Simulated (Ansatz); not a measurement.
Potential energy curve for GaH, singlet.

RHF/cc-pVQZ (Ansatz, a quantum-chemistry and plane-wave program); RMP2 = MP2 on RHF/cc-pVQZ, cores with 3d frozen run with Ansatz; UHF/cc-pVQZ (Ansatz); UMP2 = MP2 on UHF/cc-pVQZ, cores with 3d frozen (Ansatz); UCCSD = CCSD on UHF/cc-pVQZ, cores with 3d frozen in Ansatz; UCCSD(T) = CCSD(T) on UHF/cc-pVQZ, cores with 3d frozen (Ansatz); RKS-B3LYP = restricted B3LYP/cc-pVQZ (Ansatz); UKS-B3LYP = unrestricted B3LYP/cc-pVQZ (Ansatz); RKS-BLYP = restricted BLYP/cc-pVQZ (Ansatz); UKS-BLYP = Ansatz with unrestricted BLYP/cc-pVQZ; RKS-PBE = Ansatz with restricted PBE/cc-pVQZ; UKS-PBE = Ansatz with unrestricted PBE/cc-pVQZ; FCI = full CI/cc-pVQZ, cores with 3d frozen (Ansatz).

All curves are set to zero at 1.68 Å and compared with full CI in the same basis at 1.68, 1.72, 1.82, 1.84, 1.93, 2.10, 2.27, 2.52, 2.76, 3.01, 3.34, 3.65, 4.20, 4.56, 4.94, 5.86, 6.63 Å.

Task: Order the methods by the spread of their error (largest minus smallest) over these points.

Result: UKS-B3LYP has the smallest spread and RHF the largest. In order (mEh): UKS-B3LYP 3.47, UCCSD(T) 3.74, UKS-PBE 5.02, UCCSD 5.46, UKS-BLYP 8.34, UMP2 21.99, RKS-BLYP 25.50, RKS-PBE 29.40, UHF 38.09, RKS-B3LYP 40.04, RMP2 50.79, RHF 92.74.

Errors against full CI at some of the points (mEh):

```tsv
method	2.10 Å	2.52 Å	3.34 Å	4.20 Å	6.63 Å
UKS-B3LYP	-0.4	-0.7	-1.2	-3.2	0.3
UCCSD(T)	0.1	0.5	3.1	1.8	-0.3
UKS-PBE	-1.9	-3.5	-3.5	-5.0	-3.5
UCCSD	0.4	1.6	4.7	1.5	-0.7
UKS-BLYP	-2.8	-5.5	-7.3	-8.3	-3.2
UMP2	2.2	12.9	8.0	-2.9	-5.8
RKS-BLYP	-2.8	-5.5	-6.1	1.6	18.7
RKS-PBE	-1.9	-3.5	-2.1	7.1	25.6
UHF	2.9	4.9	-16.1	-29.7	-33.2
RKS-B3LYP	-0.4	-0.7	3.2	15.1	39.3
RMP2	2.2	5.5	16.4	34.2	45.7
RHF	2.9	6.9	19.6	42.1	92.7
```

The restricted form behind RHF, RMP2, RKS-B3LYP, RKS-BLYP, RKS-PBE keeps the bonding electrons paired and can't separate into open-shell fragments. The T1 diagnostic of CCSD on the restricted reference of RMP2 exceeds 0.045 at 3.01 to 6.63 Å. The unrestricted determinant behind UHF, UMP2, UCCSD, UCCSD(T) is spin-contaminated at 1.26 to 1.56, 2.52 to 6.63 Å (<S²> up to 1.0, against 0.00 for a pure singlet). The unrestricted determinant behind UKS-B3LYP is spin-contaminated at 3.01 to 6.63 Å (<S²> up to 1.0, against 0.00 for a pure singlet). The unrestricted determinant behind UKS-BLYP is spin-contaminated at 3.34 to 6.63 Å (<S²> up to 0.9, against 0.00 for a pure singlet). The unrestricted determinant behind UKS-PBE is spin-contaminated at 3.34 to 6.63 Å (<S²> up to 1.0, against 0.00 for a pure singlet).
